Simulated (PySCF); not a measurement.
C4H4Cl2, SMILES C=C(Cl)/C=C\Cl. Coordinates come from a ωB97X-D3(BJ)/def2-SVP optimisation. The structure was generated by enumeration; whether it is a known compound was not checked. One conformer was computed; it need not be the lowest.

Computed equilibrium geometry at ωB97X-D3(BJ)/def2-SVP (PySCF confirms it by a frequency run) as bond lengths and angles (one conformer of several):
Atoms: C1 C2 Cl3 C4 C5 Cl6 H7 H8 H9 H10. Bonds (Å): C1–C2 1.339, C1–H7 1.092, C1–H8 1.093, C2–Cl3 1.736, C2–C4 1.471, C4–C5 1.339, C4–H9 1.095, C5–Cl6 1.721, C5–H10 1.093. Bond angles (°): C2–C1–H7 121.2, C2–C1–H8 120.1, H7–C1–H8 118.7, C1–C2–Cl3 119.0, C1–C2–C4 121.6, Cl3–C2–C4 119.4, C2–C4–C5 133.0, C2–C4–H9 112.7, C5–C4–H9 114.3, C4–C5–Cl6 128.4, C4–C5–H10 119.3, Cl6–C5–H10 112.3.
